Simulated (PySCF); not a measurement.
A calculated (PBE0, PySCF 2.14, aug-cc-pVTZ, the non-relativistic Hamiltonian (point nucleus)) atom or ion has these occupied shells.

```tsv
shell	electrons	orbital energy (eV)	rms radius, mean of both spins (bohr)
1s α	1	-4908.2	0.0812
1s β	1	-4908.2	0.0812
2s α	1	-578.67	0.355
2s β	1	-578.27	0.355
2p α	3	-488.31	0.322
2p β	3	-487.96	0.322
3s α	1	-99.239	1.07
3s β	1	-98.033	1.07
3p α	3	-74.313	1.15
3p β	3	-72.992	1.15
3d α	1	-37.893	1.39
```

Problem. Name the element and its charge.

Solution. Ti³⁺ (titanium, charge +3), in [Ar] 3d1, 2D determinant.
